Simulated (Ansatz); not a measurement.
A made-up structure of SnH$_{3}$O (charge -1), singlet:

O1  (-0.760, 0.231, 1.802)
Sn2  (-0.034, 0.010, 0.081)
H3  (-1.010, 0.623, -1.256)
H4  (0.281, -1.652, -0.419)
H5  (-1.115, -0.024, 2.668)
(Å)

It is relaxed with PBE-D4/def2-SVPD and then PBE0-D4/def2-TZVPD (Ansatz 0.2.0). Atoms count as bonded within 1.22 times the sum of their covalent radii (H–H: 0.88 Å). The end point is not checked to be a true minimum.

(1) Does its bonding change? (Judge from chemistry; the calculation decides.)

Answers

(1) Computed: No: no bond forms or breaks.

Where it ends: The first stage lowers the energy by 1.70 eV in 11 steps. It ends as SnH₃O ([OH][SnH2]), total charge -1:
```xyz
5
angstrom
O -0.5380 0.3485 1.9221
Sn 0.3161 0.2095 0.0252
H -1.2426 0.4235 -0.8894
H 0.1547 -1.5980 -0.1118
H -1.3281 -0.1955 1.9290
```

Labels in which every atom is bracketed show which atoms are joined, not bond orders.

For scale, one of the runs: PBE0-D4/def2-TZVPD relaxation, 123 basis functions, launched by `ansatz run in.yaml --threads 2 --pin off --events-out ev --progress --plain --max-ram 4352MiB`. Hardware: 2 CPU threads of an Arm Neoverse V1, shared host. Wall time about 14 s.
